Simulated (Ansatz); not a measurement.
Geometry optimisation, Ansatz, RKS PBE-D4/STO-3G.

The input (input.yaml):

```yaml
crystal:
  periodic: [false, false, false]
  atoms:
    - { symbol: Cl, position_ang: [-2.4492, -0.3533, 1.1942] }
    - { symbol: Si, position_ang: [-0.9927, 0.9278, 0.5481] }
    - { symbol: C, position_ang: [-0.0605, 0.0498, -0.7943] }
    - { symbol: Si, position_ang: [1.1655, -1.1955, -0.1225] }
    - { symbol: S, position_ang: [1.5022, 0.6389, -1.2402] }
    - { symbol: H, position_ang: [-0.1734, 1.2662, 1.7462] }
    - { symbol: H, position_ang: [-1.6158, 2.1579, 0.0312] }
    - { symbol: H, position_ang: [-0.6195, -0.246, -1.6085] }
    - { symbol: H, position_ang: [1.7661, -1.001, 1.2319] }
    - { symbol: H, position_ang: [1.5604, -2.2962, -0.9832] }
basis:
  gaussian: { orbitals: STO-3G }
hamiltonian:
  xc: pbe
  dispersion: d4
relax:
  f_tol: 0.015
  max_steps: 40
```

Launched with:

```bash
$ ansatz run input.yaml --threads 1 --pin off --max-ram 2048MiB --backend cpu --events-out ev --progress --plain --runs-dir out
```

**Question.** Where does it end, and by what steps?

**Answer.** The forces met the threshold. Limits of this set-up: minimal basis. After 10 steps the energy has fallen by 0.806 eV; H9 moved furthest, 0.35 Å.

```tsv
step	energy less start (eV)	largest force component (eV/Å)	accepted
0	0.0000	3.440	yes
1	-0.6666	1.383	yes
2	-0.7830	0.390	yes
3	-0.7982	0.131	yes
4	-0.7823	0.403	no
5	-0.8022	0.117	yes
6	-0.8046	0.065	yes
7	-0.8055	0.019	yes
8	-0.8062	0.024	yes
9	-0.8063	0.017	yes
10	-0.8064	0.012	yes
```

```xyz
10
Properties=species:S:1:pos:R:3
Cl -2.428 -0.349 1.436
Si -1.035 0.976 0.535
C -0.013 0.048 -0.723
Si 1.340 -1.134 -0.230
S 1.685 0.741 -1.117
H -0.194 1.491 1.610
H -1.818 2.058 -0.054
H -0.593 -0.227 -1.623
H 1.617 -1.312 1.188
H 1.523 -2.344 -1.019
```

Run time: 31 s on 1 thread of Arm Neoverse V2 (shared host), peak memory 0.15 GiB.
